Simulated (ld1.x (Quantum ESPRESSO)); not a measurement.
## Cutoff test, beryllium, PAW

- Element: beryllium (Be)
- Generator: ld1.x (Quantum ESPRESSO) 7.5
- Type: PAW
- Functional: BLYP
- Relativity: non-relativistic
- Frozen core: [He]
- Valence charge: 2
- Reference configuration: 2s2 2p0
- Partial waves: 2s (bound): rcut 1.10, rcutus 1.50 bohr; 2s channel at 2.3 Ry: rcut 1.10, rcutus 1.50 bohr; 2p (bound, empty): rcut 3.55, rcutus 4.30 bohr; 2p channel at 2.95 Ry: rcut 3.55, rcutus 4.30 bohr; 3d channel at 0.1 Ry: rcut 3.40, rcutus 4.25 bohr; 3d channel at 0.9 Ry: rcut 3.40, rcutus 4.25 bohr
- Local potential: all-electron potential smoothed inside 2.55 bohr (lloc = -1)
- Core correction: Bessel-smoothed model core inside 1.10 bohr
- Augmentation charge: BESSEL, radius 1.10 bohr

The pseudo-atom Hamiltonian at the reference potential is diagonalised in spherical Bessel functions j_l(qr) that vanish at 20 bohr, with q² up to the cutoff. All-electron valence levels (Ry): 2s -0.4018, 2p -0.1418.

Problem. How do the lowest levels (Ry) of each channel move with the cutoff, and are there ghosts?

Solution.

```json
{"cutoff (Ry)": "8", "s #1": "-0.3934", "s #2": "-0.0022", "p #1": "-0.1418", "p #2": "0.0321", "d #1": "0.0590", "f #1": "0.1087", "Σ f·Δε (mRy)": "17.0"}
{"cutoff (Ry)": "10", "s #1": "-0.3978", "s #2": "-0.0026", "p #1": "-0.1418", "p #2": "0.0320", "d #1": "0.0590", "f #1": "0.1087", "Σ f·Δε (mRy)": "8.1"}
{"cutoff (Ry)": "12", "s #1": "-0.4002", "s #2": "-0.0029", "p #1": "-0.1418", "p #2": "0.0319", "d #1": "0.0590", "f #1": "0.1087", "Σ f·Δε (mRy)": "3.2"}
{"cutoff (Ry)": "15", "s #1": "-0.4013", "s #2": "-0.0029", "p #1": "-0.1418", "p #2": "0.0319", "d #1": "0.0590", "f #1": "0.1087", "Σ f·Δε (mRy)": "1.1"}
{"cutoff (Ry)": "18", "s #1": "-0.4018", "s #2": "-0.0030", "p #1": "-0.1418", "p #2": "0.0319", "d #1": "0.0590", "f #1": "0.1087", "Σ f·Δε (mRy)": "0.2"}
{"cutoff (Ry)": "21", "s #1": "-0.4018", "s #2": "-0.0030", "p #1": "-0.1418", "p #2": "0.0319", "d #1": "0.0590", "f #1": "0.1087", "Σ f·Δε (mRy)": "0.1"}
{"cutoff (Ry)": "25", "s #1": "-0.4018", "s #2": "-0.0030", "p #1": "-0.1418", "p #2": "0.0319", "d #1": "0.0590", "f #1": "0.1087", "Σ f·Δε (mRy)": "0.1"}
{"cutoff (Ry)": "400", "s #1": "-0.4018", "s #2": "-0.0030", "p #1": "-0.1418", "p #2": "0.0319", "d #1": "0.0590", "f #1": "0.1087", "Σ f·Δε (mRy)": "0.0"}
```

Result: no extra level below or beside the all-electron valence levels (s, p, d, f tested); 10 mRy is reached at 10 Ry and 1 mRy at 18 Ry.

Test run stopped at test 3 of 5 (negative rho).
